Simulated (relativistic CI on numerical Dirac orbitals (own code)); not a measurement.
**Crystal-field levels of W4+, 5d2**

Calculated by Dirac-Coulomb-Breit CI, separate exchange-only KLI orbitals for each configuration, model QED, valence Slater integrals scaled by 0.9, one configuration in a parametric crystal field (own radial code). With so little scaling, terms lie 10 to 35 % too far apart, which can change the order of excited levels.

Field parameters in Wybourne normalisation: Td as Oh with Dq negative (B⁴₀ = 21Dq, B⁴₄ = √(5/14) B⁴₀). The field is a parameter set, without covalency.

S is read from ⟨S²⟩ = S(S + 1).

Site symmetry Td; labels are those of the double group. Computed levels in cm⁻¹ above the lowest, in rising order:

| Δ (size of 10Dq) | Lowest | No. 2 | No. 3 | No. 4 | No. 5 | No. 6 | No. 7 | No. 8 |
| --- | --- | --- | --- | --- | --- | --- | --- | --- |
| 3800 | T2 | 2123 E | 6339 A2 | 6832 T2 | 7098 T1 | 11115 T2 | 12470 E | 12838 A1 |
| 6800 | T2 | 4333 E | 8140 A2 | 8710 T2 | 9181 T1 | 13772 T2 | 14552 A1 | 14962 E |
| 9800 | T2 | 6489 E | 10451 A2 | 10999 T2 | 11657 T1 | 15746 E | 16327 A1 | 17135 T2 |
| 12850 | T2 | 8281 E | 13069 A2 | 13587 T2 | 14383 T1 | 16903 E | 17941 A1 | 20640 T2 |
| 15850 | T2 | 9499 E | 15786 A2 | 16283 T2 | 17173 T1 | 18631 E | 19165 A1 | 23968 T2 |
| 18900 | T2 | 10263 E | 18633 A2 | 19116 T2 | 20040 A1 | 20073 T1 | 20886 E | 27224 T2 |

Ground-state S against |10Dq| in cm⁻¹: 3800: 0.97, 6800: 0.98, 9800: 0.99, 12850: 0.99, 15850: 0.99, 18900: 0.99.

No abrupt spin change occurs in this range.
